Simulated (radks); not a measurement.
Values are calculated unless marked as measured or tabulated.
Fractional charge and spin in the 6s shell of lutetium: the spin-up occupation runs from 0 to 1 and the spin-down occupation from 0 to 1; the fullest corner is Lu+, [Xe] 4f14 6s(up 1, down 1). Code: a radial shooting solver on a logarithmic mesh with Libxc functionals. Model: scalar-relativistic Kohn-Sham, PBE, spin-polarised, spherical densities, finite nucleus; Fermi nuclear charge, rms radius of each element as measured or else 0.836 A^(1/3) + 0.57 fm. Energy (eV) above the fullest corner. The planes named below are the two flat planes that join the four corners, with an edge along up + down = one added electron.

down \ up,0,0.5,1
0,35.340,23.857,14.045
0.5,23.857,14.269,6.264
1,14.045,6.264,0.000

Corners above the fullest one (they belong to Lu2+ and the next ion): (up 1, down 0) 14.045 eV, (up 0, down 1) 14.045 eV, (up 0, down 0) 35.340 eV. With half an added electron in each spin the energy lies 0.224 eV from the planes (fractional-spin error, the static-correlation error of a stretched bond), and with half an added electron in spin up alone -0.835 eV (fractional-charge error). For a frontier s shell over closed shells the exact functional lies on the planes.
